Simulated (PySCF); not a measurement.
PySCF input file for C2H8FNSi2, SMILES [C@H]([SiH3])(F)/N=C\[SiH3], TDA-PBE0/def2-SVPD. The structure is a stationary point at B3LYP-D3(BJ)/def2-SVP. The structure was generated by enumeration; whether it is a known compound was not checked. One conformer was computed; it need not be the lowest.

```python
import numpy as np
from pyscf import gto, scf, dft, tdscf

mol = gto.M(
    atom='''
    F     0.07514650    0.22905869   -1.33069291
    C     0.82943250    0.72489091   -0.23294147
    Si    2.29868411   -0.49041426    0.03783612
    N     0.10933944    0.85086625    0.96352390
    C    -1.08468985    0.42967290    1.12918653
    Si   -2.27699466   -0.42982159   -0.10282425
    H     1.19526941    1.72259006   -0.53624654
    H     3.21711320    0.05612762    1.07237715
    H     1.72120737   -1.78936033    0.47503687
    H     3.02229668   -0.65101618   -1.25324422
    H    -1.48749838    0.58344315    2.14625574
    H    -3.50150966   -0.73891743    0.69578755
    H    -2.66640676    0.46551931   -1.22522111
    H    -1.71427488   -1.71005907   -0.61081327
    ''',
    basis='def2-SVPD',
    charge=0,
    spin=0,
    max_memory=1600,
    verbose=4,
)
mf = dft.RKS(mol, xc='pbe0').density_fit(auxbasis='def2-universal-jkfit')
mf.grids.level = 3
mf.conv_tol = 1e-9
mf.max_cycle = 100
mf.kernel()
mf.grids = dft.Grids(mol).set(level=1).build(with_non0tab=True)  # coarser grid for the response kernel
td = tdscf.TDA(mf)
td.singlet = True
td.nstates = 10
td.conv_tol = 1e-4
td.positive_eig_threshold = 1e-6
td.kernel(x0=td.get_init_guess(mf, 15))
td.analyze()
tt = tdscf.TDA(mf)
tt.singlet = False
tt.nstates = 4
tt.conv_tol = 1e-4
tt.positive_eig_threshold = 1e-6
tt.kernel(x0=tt.get_init_guess(mf, 9))
tt.analyze(verbose=3)
```

It prints:

```
PySCF version 2.14.0

[INPUT] verbose = 4
[INPUT] num. atoms = 14
[INPUT] num. electrons = 64
[INPUT] charge = 0
[INPUT] spin (= nelec alpha-beta = 2S) = 0
[INPUT] symmetry False subgroup None
[INPUT] Mole.unit = angstrom
[INPUT] Symbol           X                Y                Z      unit          X                Y                Z       unit  Magmom
[INPUT]  1 F      0.075146500000   0.229058690000  -1.330692910000 AA    0.142006304220   0.432858190552  -2.514645155801 Bohr   0.0
[INPUT]  2 C      0.829432500000   0.724890910000  -0.232941470000 AA    1.567400263813   1.369845290087  -0.440195581354 Bohr   0.0
[INPUT]  3 Si     2.298684110000  -0.490414260000   0.037836120000 AA    4.343883414790  -0.926748638981   0.071499904416 Bohr   0.0
[INPUT]  4 N      0.109339440000   0.850866250000   0.963523900000 AA    0.206621596213   1.607904181136   1.820796285473 Bohr   0.0
[INPUT]  5 C     -1.084689850000   0.429672900000   1.129186530000 AA   -2.049766746596   0.811964104148   2.133853285248 Bohr   0.0
[INPUT]  6 Si    -2.276994660000  -0.429821590000  -0.102824250000 AA   -4.302896294497  -0.812245087525  -0.194309671464 Bohr   0.0
[INPUT]  7 H      1.195269410000   1.722590060000  -0.536246540000 AA    2.258731829970   3.255223438298  -1.013359095846 Bohr   0.0
[INPUT]  8 H      3.217113200000   0.056127620000   1.072377150000 AA    6.079462859723   0.106065829824   2.026499115742 Bohr   0.0
[INPUT]  9 H      1.721207370000  -1.789360330000   0.475036870000 AA    3.252610532883  -3.381400961861   0.897689583371 Bohr   0.0
[INPUT] 10 H      3.022296680000  -0.651016180000  -1.253244220000 AA    5.711312992382  -1.230242282861  -2.368288342994 Bohr   0.0
[INPUT] 11 H     -1.487498380000   0.583443150000   2.146255740000 AA   -2.810964548934   1.102547762754   4.055835541876 Bohr   0.0
[INPUT] 12 H     -3.501509660000  -0.738917430000   0.695787550000 AA   -6.616894279919  -1.396351571367   1.314847910382 Bohr   0.0
[INPUT] 13 H     -2.666406760000   0.465519310000  -1.225221110000 AA   -5.038778513089   0.879704001597  -2.315332339936 Bohr   0.0
[INPUT] 14 H     -1.714274880000  -1.710059070000  -0.610813270000 AA   -3.239510025422  -3.231543299128  -1.154269793550 Bohr   0.0

nuclear repulsion = 359.736811800322
number of shells = 85
number of NR pGTOs = 287
number of NR cGTOs = 195
basis = def2-SVPD
ecp = {}


[settings echo left out]
init E= -813.921216506074
  HOMO = -0.285855214911144  LUMO = -0.105548190413922  gap/eV = 4.90640
cycle= 1 E= -813.677248067579  delta_E= 0.244  |g|= 0.431  |ddm|=  4.7
  HOMO = -0.257071336736886  LUMO = -0.0438263533352692  gap/eV = 5.80269
cycle= 2 E= -813.645264404435  delta_E= 0.032  |g|= 0.633  |ddm|= 1.29
  HOMO = -0.274844261152424  LUMO = -0.0490239692552885  gap/eV = 6.14488
cycle= 3 E= -813.712323209491  delta_E= -0.0671  |g|= 0.0522  |ddm|= 0.658
  HOMO = -0.281105324625428  LUMO = -0.052809440925381  gap/eV = 6.21225
cycle= 4 E= -813.712607109171  delta_E= -0.000284  |g|= 0.0334  |ddm|= 0.136
  HOMO = -0.27804864229304  LUMO = -0.0506972858128729  gap/eV = 6.18655
cycle= 5 E= -813.71283573994  delta_E= -0.000229  |g|= 0.00947  |ddm|= 0.0717
  HOMO = -0.278727827565889  LUMO = -0.0508599657846838  gap/eV = 6.20060
cycle= 6 E= -813.712850517911  delta_E= -1.48e-05  |g|= 0.00421  |ddm|= 0.0189
  HOMO = -0.278736575803226  LUMO = -0.0510071141008859  gap/eV = 6.19683
cycle= 7 E= -813.712855127653  delta_E= -4.61e-06  |g|= 0.000407  |ddm|= 0.00551
  HOMO = -0.278698961750695  LUMO = -0.0509536083202131  gap/eV = 6.19727
cycle= 8 E= -813.712855177982  delta_E= -5.03e-08  |g|= 8.66e-05  |ddm|= 0.000916
  HOMO = -0.278703983411404  LUMO = -0.0509569980871012  gap/eV = 6.19731
cycle= 9 E= -813.712855180457  delta_E= -2.48e-09  |g|= 1.62e-05  |ddm|= 0.000197
  HOMO = -0.278703447799276  LUMO = -0.0509559958391015  gap/eV = 6.19732
cycle= 10 E= -813.712855180545  delta_E= -8.8e-11  |g|= 4.01e-06  |ddm|= 4.2e-05
  HOMO = -0.278704471525495  LUMO = -0.0509566886216737  gap/eV = 6.19733
Extra cycle  E= -813.712855180545  delta_E= 6.82e-13  |g|= 4.27e-06  |ddm|= 1.46e-05
converged SCF energy = -813.712855180545
tot grids = 53384
Overwritten attributes  positive_eig_threshold  of <class 'pyscf.tdscf.rks.TDA'>


******** <class 'pyscf.tdscf.rks.TDA'> for <class 'pyscf.df.df_jk.DFRKS'> ********
nstates = 10 singlet
deg_eia_thresh = 1.000e-03
wfnsym = None
conv_tol = 0.0001
eigh lindep = 1e-12
eigh level_shift = 0
eigh max_cycle = 100


Excitation energies (eV)
[4.40204188 6.2066353  6.6579869  6.78945191 7.23586473 7.26677289
 7.40597637 7.4609824  7.59133099 7.6405887 ]

** Singlet excitation energies and oscillator strengths **
Excited State   1:      4.40204 eV    281.65 nm  f=0.0002
      32 -> 33       -0.70182
Excited State   2:      6.20664 eV    199.76 nm  f=0.3476
      26 -> 33       -0.13823
      31 -> 33       -0.67133
Excited State   3:      6.65799 eV    186.22 nm  f=0.0001
      32 -> 34       -0.69423
Excited State   4:      6.78945 eV    182.61 nm  f=0.0142
      30 -> 33        0.69625
Excited State   5:      7.23586 eV    171.35 nm  f=0.1094
      31 -> 34        0.13513
      32 -> 35        0.67220
Excited State   6:      7.26677 eV    170.62 nm  f=0.0167
      31 -> 34        0.66984
      31 -> 35        0.11834
      32 -> 35       -0.14149
Excited State   7:      7.40598 eV    167.41 nm  f=0.0017
      29 -> 33        0.21264
      32 -> 36       -0.58940
      32 -> 38        0.29096
Excited State   8:      7.46098 eV    166.18 nm  f=0.0081
      28 -> 33        0.14375
      29 -> 33       -0.54700
      32 -> 36       -0.27937
      32 -> 37       -0.25500
      32 -> 38       -0.11327
Excited State   9:      7.59133 eV    163.32 nm  f=0.0082
      27 -> 33       -0.48502
      28 -> 33       -0.46722
      31 -> 35        0.11604
Excited State  10:      7.64059 eV    162.27 nm  f=0.0387
      27 -> 33        0.38173
      28 -> 33       -0.43160
      29 -> 33       -0.21609
      31 -> 35       -0.20950
      32 -> 37        0.11563
      32 -> 38        0.16635

** Transition electric dipole moments (AU) **
state          X           Y           Z        Dip. S.      Osc.
  1        -0.0124      0.0288      0.0232      0.0015      0.0002
  2         1.5031      0.0423     -0.1576      2.2858      0.3476
  3         0.0187      0.0024     -0.0197      0.0007      0.0001
  4         0.1443      0.2490     -0.0490      0.0852      0.0142
  5        -0.7552     -0.1882     -0.1067      0.6172      0.1094
  6         0.1860     -0.2345      0.0665      0.0940      0.0167
  7        -0.0280     -0.0296     -0.0892      0.0096      0.0017
  8         0.1411     -0.0106     -0.1556      0.0442      0.0081
  9        -0.1461      0.0735      0.1315      0.0441      0.0082
 10        -0.4465     -0.0820      0.0270      0.2068      0.0387

** Transition velocity dipole moments (imaginary part, AU) **
state          X           Y           Z        Dip. S.      Osc.
  1        -0.0028     -0.0068      0.0056      0.0001      0.0004
  2         0.1674     -0.0280      0.0035      0.0288      0.0842
  3         0.0018     -0.0054      0.0033      0.0000      0.0001
  4         0.0189      0.0132     -0.0052      0.0006      0.0015
  5        -0.1593     -0.0304     -0.0402      0.0279      0.0700
  6         0.0463     -0.0112      0.0179      0.0026      0.0065
  7         0.0052     -0.0115     -0.0273      0.0009      0.0022
  8         0.0334      0.0045      0.0057      0.0012      0.0028
  9        -0.0253      0.0102      0.0278      0.0015      0.0036
 10        -0.0743     -0.0338      0.0084      0.0067      0.0160

** Transition magnetic dipole moments (imaginary part, AU) **
state          X           Y           Z
  1         0.9034      0.2767     -0.3671
  2         0.3681     -0.7542      0.8273
  3         0.2070     -0.0190     -0.0502
  4         0.1899     -0.0447      0.1420
  5        -0.0779      0.8594     -0.6355
  6         0.3194      0.0084      0.2317
  7         0.1337      0.2079     -0.0716
  8         0.1165      0.1253      0.2897
  9        -0.0586     -0.2441     -0.4402
 10        -0.2668      0.3464     -0.2718


******** <class 'pyscf.tdscf.rks.TDA'> for <class 'pyscf.df.df_jk.DFRKS'> ********
nstates = 4 triplet
deg_eia_thresh = 1.000e-03
wfnsym = None
conv_tol = 0.0001
eigh lindep = 1e-12
eigh level_shift = 0
eigh max_cycle = 100


Excitation energies (eV)
[3.58516359 4.16949012 6.48745931 6.49644198]

** Triplet excitation energies and oscillator strengths **
Excited State   1:      3.58516 eV    345.83 nm  f=0.0000
Excited State   2:      4.16949 eV    297.36 nm  f=0.0000
Excited State   3:      6.48746 eV    191.11 nm  f=0.0000
Excited State   4:      6.49644 eV    190.85 nm  f=0.0000
```

Self-consistency was reached.
